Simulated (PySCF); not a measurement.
Radial density of Xe⁺ (xenon, charge +1)

M06, [Kr] 4d10 5s1 5p5 5d1, one real determinant (an excited configuration). All numbers are calculated (PySCF 2.14, scalar relativity by spin-free X2C-1e, in aug-cc-pwCVTZ-DK3).

```tsv
r (bohr)	4πr²ρ (e/bohr)	4πr²(ρα − ρβ)
0.0249	66.60	0.0148
0.0419	62.61	0.0323
0.0705	88.10	0.0719
0.119	75.23	0.0136
0.199	72.54	0.1556
0.335	52.08	0.0034
0.564	27.32	0.4032
0.949	19.00	0.0442
1.60	5.324	1.5271
2.69	2.088	0.7513
4.52	0.2665	0.2043
7.60	0.01004	0.0100
```

Densities and radii are taken from the X2C orbitals without a picture-change correction, which distorts them close to the nucleus.

⟨L²⟩ = 6.25 against 12 for a pure F term, so this real determinant mixes terms. The outer electron is Rydberg-like, and this basis confines it to a smaller radius and binds it less than a complete one would. The s, p, d and f populations moved away from the nominal configuration during the SCF.
